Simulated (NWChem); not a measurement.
System meant: CH3O2 cation; SMILES O=C[OH2+]

Input file for NWChem:

```
start job
memory heap 200 mb stack 900 mb global 1100 mb
charge 1
geometry units angstroms noautoz
  O     -0.275730     1.235055    -0.072469
  C      0.462497     0.360935    -0.013984
  O     -0.167687    -1.085811     0.036845
  H      1.554249     0.206615    -0.001078
  H      0.322316    -1.893553     0.292862
  H     -1.141483    -1.159687     0.126699
end
basis spherical
  O library def2-svp
  C library def2-svp
  H library def2-svp
end
dft
  odft
  mult 2
  xc b3lyp
  iterations 150
  mulliken
end
task dft energy
```

End of the output:

```
 ==============================================================================
                                 internuclear angles
 ------------------------------------------------------------------------------
        center 1       |       center 2       |       center 3       |  degrees
 ------------------------------------------------------------------------------
    1 O                |   2 C                |   4 H                |   138.19
    5 H                |   3 O                |   6 H                |   114.26
 ------------------------------------------------------------------------------
                            number of included internuclear angles:          2
 ==============================================================================

 Summary of "ao basis" -> "" (spherical)
 ------------------------------------------------------------------------------
       Tag                 Description            Shells   Functions and Types
 ---------------- ------------------------------  ------  ---------------------
 O                          def2-svp                 6       14   3s2p1d
 C                          def2-svp                 6       14   3s2p1d
 H                          def2-svp                 3        5   2s1p

                                 NWChem DFT Module
                                 -----------------

 Summary of "ao basis" -> "ao basis" (spherical)
 ------------------------------------------------------------------------------
       Tag                 Description            Shells   Functions and Types
 ---------------- ------------------------------  ------  ---------------------
 O                          def2-svp                 6       14   3s2p1d
 C                          def2-svp                 6       14   3s2p1d
 H                          def2-svp                 3        5   2s1p

  number of electrons :                   24
  multiplicity        :                    2
 ------------------------------------------------------------------------
  no. of electrons and multiplicity not compatible                  24
 ------------------------------------------------------------------------
 ------------------------------------------------------------------------
  current input line :
    24: task dft energy
 ------------------------------------------------------------------------
 ------------------------------------------------------------------------
 There is an error in the input file
 ------------------------------------------------------------------------
 For more information see the NWChem manual at https://nwchemgit.github.io

0: no. of electrons and multiplicity not compatible:Received an Error in Communication
```

Problem. What is wrong, and how is it mended?

Solution. The program refused the input. Cause: the multiplicity doesn't fit the number of electrons (an even count wants an odd multiplicity, and the reverse). This input runs:
```
start job
memory heap 200 mb stack 900 mb global 1100 mb
charge 1
geometry units angstroms noautoz
  O     -0.275730     1.235055    -0.072469
  C      0.462497     0.360935    -0.013984
  O     -0.167687    -1.085811     0.036845
  H      1.554249     0.206615    -0.001078
  H      0.322316    -1.893553     0.292862
  H     -1.141483    -1.159687     0.126699
end
basis spherical
  O library def2-svp
  C library def2-svp
  H library def2-svp
end
dft
  xc b3lyp
  iterations 150
  mulliken
end
task dft energy
```
It converges to -189.88054 Ha (B3LYP/def2-SVP).
